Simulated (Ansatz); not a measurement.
A short molecular-dynamics run on Cl₃H₂NZr, SMILES `[NH2][Zr]([Cl])([Cl])[Cl]`.

```yaml
crystal:
  periodic: [false, false, false]
  atoms:
    - {symbol: N, position_ang: [-0.527491, 0.741236, 0.893396]}
    - {symbol: Zr, position_ang: [0.288270, -0.438662, -0.487702]}
    - {symbol: Cl, position_ang: [1.941482, -1.700817, 0.575353]}
    - {symbol: Cl, position_ang: [-1.441242, -1.695072, -1.429604]}
    - {symbol: Cl, position_ang: [1.267167, 0.903993, -2.140257]}
    - {symbol: H, position_ang: [-1.472583, 1.102426, 0.869559]}
    - {symbol: H, position_ang: [-0.055593, 1.086895, 1.719265]}
basis:
  gaussian: {orbitals: def2-SVP}
hamiltonian: {xc: {name: revPBE}, dispersion: d4}
md: {timestep: 0.5 fs, n_steps: 20, ensemble: nvt_langevin, temperature: 700, initial_velocities: maxwell_boltzmann, friction: 0.01, seed: 682}
```

```sh
$ ansatz run in.yaml --threads 4 --pin off --events-out ev --progress --plain --max-ram 10444MiB
```

```tsv
step	time (fs)	potential energy (eV)	kinetic (eV)	T (K)	conserved (eV)
0	0.0	-40360.0550	0.5429	600	–
1	0.5	-40360.0615	0.5443	602	–
2	1.0	-40360.0668	0.5861	648	–
3	1.5	-40360.0694	0.5855	647	–
4	2.0	-40360.0682	0.6099	674	–
5	2.5	-40360.0631	0.6041	668	–
6	3.0	-40360.0554	0.5981	661	–
7	3.5	-40360.0468	0.5926	655	–
8	4.0	-40360.0379	0.5981	661	–
9	4.5	-40360.0305	0.5860	648	–
10	5.0	-40360.0278	0.5687	628	–
11	5.5	-40360.0281	0.5639	623	–
12	6.0	-40360.0266	0.6137	678	–
13	6.5	-40360.0217	0.5939	656	–
14	7.0	-40360.0129	0.6016	665	–
15	7.5	-40360.0002	0.5628	622	–
16	8.0	-40359.9843	0.5498	608	–
17	8.5	-40359.9674	0.5492	607	–
18	9.0	-40359.9525	0.5476	605	–
19	9.5	-40359.9436	0.5208	576	–
20	10.0	-40359.9405	0.4903	542	–
```

Velocities are drawn at the set temperature; a run this short doesn't reach equilibrium.

Frames (Å, forces in eV/Å):

```xyz
7
time=0.0 fs
N    -0.527    0.741    0.893    0.178   -0.284   -0.302
Zr    0.288   -0.439   -0.488    0.037   -0.114   -0.061
Cl    1.941   -1.701    0.575    0.264   -0.184    0.180
Cl   -1.441   -1.695   -1.430   -0.285   -0.183   -0.145
Cl    1.267    0.904   -2.140    0.149    0.232   -0.252
H    -1.473    1.102    0.870   -0.636    0.271    0.011
H    -0.056    1.087    1.719    0.294    0.261    0.569
7
time=0.5 fs
N    -0.524    0.747    0.896    0.281   -0.198   -0.111
Zr    0.288   -0.438   -0.487   -0.006   -0.126    0.026
Cl    1.943   -1.702    0.576    0.234   -0.162    0.158
Cl   -1.443   -1.695   -1.433   -0.254   -0.158   -0.125
Cl    1.267    0.900   -2.140    0.162    0.247   -0.272
H    -1.467    1.115    0.874   -0.612    0.247   -0.011
H    -0.050    1.106    1.723    0.195    0.150    0.336
7
time=1.0 fs
N    -0.520    0.753    0.899    0.288   -0.070    0.075
Zr    0.288   -0.438   -0.487   -0.045   -0.131    0.117
Cl    1.946   -1.703    0.577    0.202   -0.138    0.134
Cl   -1.445   -1.694   -1.436   -0.225   -0.136   -0.107
Cl    1.267    0.897   -2.139    0.175    0.260   -0.292
H    -1.465    1.128    0.879   -0.481    0.182   -0.026
H    -0.044    1.124    1.727    0.087    0.034    0.099
7
time=1.5 fs
N    -0.516    0.760    0.901    0.219    0.079    0.239
Zr    0.287   -0.438   -0.487   -0.076   -0.135    0.212
Cl    1.948   -1.704    0.578    0.167   -0.114    0.109
Cl   -1.447   -1.693   -1.440   -0.202   -0.118   -0.091
Cl    1.266    0.893   -2.139    0.188    0.274   -0.312
H    -1.464    1.140    0.884   -0.283    0.090   -0.039
H    -0.039    1.142    1.731   -0.014   -0.078   -0.118
7
time=2.0 fs
N    -0.513    0.766    0.903    0.166    0.232    0.404
Zr    0.287   -0.438   -0.487   -0.101   -0.142    0.308
Cl    1.950   -1.706    0.579    0.131   -0.088    0.083
Cl   -1.449   -1.692   -1.443   -0.181   -0.101   -0.076
Cl    1.266    0.889   -2.138    0.202    0.290   -0.335
H    -1.463    1.154    0.887   -0.097    0.003   -0.048
H    -0.032    1.160    1.735   -0.120   -0.194   -0.336
7
time=2.5 fs
N    -0.509    0.773    0.906    0.156    0.381    0.574
Zr    0.286   -0.437   -0.487   -0.124   -0.152    0.407
Cl    1.953   -1.707    0.580    0.091   -0.059    0.055
Cl   -1.450   -1.692   -1.447   -0.160   -0.083   -0.061
Cl    1.266    0.885   -2.137    0.217    0.306   -0.358
H    -1.461    1.168    0.889    0.053   -0.072   -0.057
H    -0.025    1.179    1.738   -0.233   -0.320   -0.561
7
time=3.0 fs
N    -0.506    0.779    0.908    0.134    0.509    0.696
Zr    0.285   -0.437   -0.487   -0.146   -0.163    0.508
Cl    1.955   -1.709    0.581    0.052   -0.030    0.028
Cl   -1.452   -1.691   -1.450   -0.138   -0.065   -0.047
Cl    1.266    0.881   -2.136    0.231    0.322   -0.381
H    -1.459    1.182    0.890    0.196   -0.143   -0.060
H    -0.019    1.198    1.742   -0.328   -0.430   -0.744
7
time=3.5 fs
N    -0.502    0.786    0.911    0.068    0.615    0.758
Zr    0.285   -0.437   -0.486   -0.171   -0.172    0.607
Cl    1.957   -1.711    0.582    0.013   -0.002    0.001
Cl   -1.454   -1.691   -1.453   -0.116   -0.046   -0.031
Cl    1.266    0.878   -2.136    0.245    0.338   -0.405
H    -1.456    1.198    0.892    0.351   -0.223   -0.065
H    -0.013    1.214    1.744   -0.389   -0.510   -0.865
7
time=4.0 fs
N    -0.499    0.793    0.914   -0.030    0.696    0.772
Zr    0.284   -0.436   -0.486   -0.201   -0.180    0.704
Cl    1.959   -1.713    0.583   -0.026    0.026   -0.025
Cl   -1.456   -1.690   -1.456   -0.090   -0.026   -0.015
Cl    1.266    0.874   -2.135    0.258    0.354   -0.428
H    -1.454    1.214    0.895    0.501   -0.308   -0.077
H    -0.008    1.227    1.746   -0.412   -0.563   -0.931
7
time=4.5 fs
N    -0.496    0.799    0.917   -0.104    0.732    0.745
Zr    0.283   -0.436   -0.486   -0.234   -0.190    0.795
Cl    1.962   -1.715    0.584   -0.066    0.055   -0.051
Cl   -1.459   -1.690   -1.459   -0.060   -0.003    0.004
Cl    1.266    0.870   -2.134    0.271    0.368   -0.450
H    -1.450    1.230    0.898    0.588   -0.372   -0.097
H    -0.006    1.239    1.747   -0.395   -0.591   -0.946
7
time=5.0 fs
N    -0.493    0.806    0.919   -0.130    0.685    0.634
Zr    0.282   -0.436   -0.486   -0.268   -0.197    0.880
Cl    1.964   -1.716    0.584   -0.105    0.083   -0.076
Cl   -1.461   -1.690   -1.463   -0.027    0.023    0.024
Cl    1.266    0.867   -2.133    0.281    0.379   -0.466
H    -1.444    1.246    0.901    0.568   -0.396   -0.126
H    -0.005    1.249    1.746   -0.319   -0.576   -0.870
7
time=5.5 fs
N    -0.491    0.813    0.922   -0.160    0.559    0.426
Zr    0.281   -0.436   -0.486   -0.305   -0.194    0.959
Cl    1.967   -1.718    0.585   -0.141    0.109   -0.099
Cl   -1.464   -1.690   -1.466    0.006    0.047    0.045
Cl    1.267    0.863   -2.133    0.288    0.385   -0.478
H    -1.436    1.261    0.905    0.491   -0.398   -0.160
H    -0.007    1.259    1.741   -0.179   -0.509   -0.693
7
time=6.0 fs
N    -0.490    0.820    0.925   -0.195    0.399    0.173
Zr    0.280   -0.436   -0.485   -0.342   -0.190    1.032
Cl    1.969   -1.719    0.585   -0.176    0.133   -0.120
Cl   -1.467   -1.691   -1.470    0.040    0.073    0.066
Cl    1.267    0.860   -2.132    0.293    0.390   -0.488
H    -1.427    1.276    0.909    0.381   -0.389   -0.200
H    -0.009    1.269    1.734    0.000   -0.416   -0.463
7
time=6.5 fs
N    -0.488    0.827    0.927   -0.238    0.207   -0.116
Zr    0.279   -0.436   -0.485   -0.376   -0.188    1.100
Cl    1.972   -1.720    0.585   -0.211    0.158   -0.141
Cl   -1.470   -1.691   -1.474    0.074    0.098    0.088
Cl    1.267    0.857   -2.132    0.298    0.395   -0.497
H    -1.418    1.292    0.911    0.250   -0.371   -0.241
H    -0.012    1.279    1.726    0.203   -0.299   -0.193
7
time=7.0 fs
N    -0.486    0.834    0.930   -0.281   -0.022   -0.438
Zr    0.278   -0.436   -0.484   -0.408   -0.184    1.166
Cl    1.975   -1.721    0.586   -0.246    0.182   -0.161
Cl   -1.472   -1.692   -1.478    0.107    0.122    0.109
Cl    1.267    0.854   -2.131    0.303    0.398   -0.505
H    -1.408    1.308    0.912    0.108   -0.340   -0.275
H    -0.014    1.288    1.718    0.418   -0.157    0.105
7
time=7.5 fs
N    -0.485    0.840    0.933   -0.292   -0.280   -0.762
Zr    0.277   -0.436   -0.484   -0.439   -0.174    1.227
Cl    1.977   -1.721    0.586   -0.279    0.204   -0.180
Cl   -1.475   -1.692   -1.482    0.139    0.146    0.130
Cl    1.266    0.851   -2.131    0.305    0.400   -0.509
H    -1.398    1.322    0.913   -0.061   -0.287   -0.305
H    -0.014    1.296    1.709    0.627   -0.009    0.400
7
time=8.0 fs
N    -0.484    0.847    0.935   -0.256   -0.539   -1.043
Zr    0.275   -0.436   -0.483   -0.464   -0.158    1.281
Cl    1.980   -1.722    0.586   -0.309    0.224   -0.197
Cl   -1.478   -1.692   -1.486    0.167    0.166    0.149
Cl    1.266    0.848   -2.131    0.305    0.398   -0.510
H    -1.388    1.335    0.915   -0.262   -0.214   -0.337
H    -0.014    1.305    1.702    0.819    0.122    0.657
7
time=8.5 fs
N    -0.483    0.854    0.937   -0.163   -0.751   -1.226
Zr    0.274   -0.437   -0.483   -0.489   -0.141    1.328
Cl    1.983   -1.722    0.585   -0.338    0.242   -0.213
Cl   -1.481   -1.692   -1.489    0.195    0.185    0.168
Cl    1.266    0.845   -2.131    0.305    0.396   -0.510
H    -1.378    1.347    0.918   -0.469   -0.134   -0.370
H    -0.012    1.314    1.696    0.959    0.202    0.823
7
time=9.0 fs
N    -0.482    0.860    0.939   -0.051   -0.899   -1.322
Zr    0.273   -0.437   -0.482   -0.510   -0.125    1.374
Cl    1.987   -1.722    0.585   -0.367    0.260   -0.228
Cl   -1.483   -1.692   -1.493    0.222    0.204    0.186
Cl    1.266    0.842   -2.130    0.305    0.393   -0.509
H    -1.370    1.360    0.921   -0.631   -0.067   -0.392
H    -0.008    1.325    1.691    1.033    0.234    0.892
7
time=9.5 fs
N    -0.480    0.867    0.941    0.063   -0.943   -1.307
Zr    0.271   -0.437   -0.482   -0.528   -0.110    1.420
Cl    1.990   -1.723    0.585   -0.396    0.279   -0.243
Cl   -1.486   -1.692   -1.496    0.247    0.222    0.204
Cl    1.265    0.839   -2.130    0.305    0.391   -0.510
H    -1.364    1.372    0.923   -0.702   -0.037   -0.397
H    -0.001    1.336    1.688    1.011    0.197    0.833
7
time=10.0 fs
N    -0.479    0.874    0.943    0.191   -0.879   -1.177
Zr    0.270   -0.437   -0.481   -0.548   -0.097    1.464
Cl    1.993   -1.723    0.585   -0.423    0.296   -0.258
Cl   -1.489   -1.692   -1.500    0.273    0.241    0.222
Cl    1.265    0.837   -2.130    0.306    0.390   -0.512
H    -1.360    1.383    0.925   -0.689   -0.040   -0.387
H     0.009    1.348    1.688    0.889    0.088    0.647
```

It took 96 s on 4 threads of an Intel Xeon on a shared host, with 0.18 GiB of host memory at the peak.
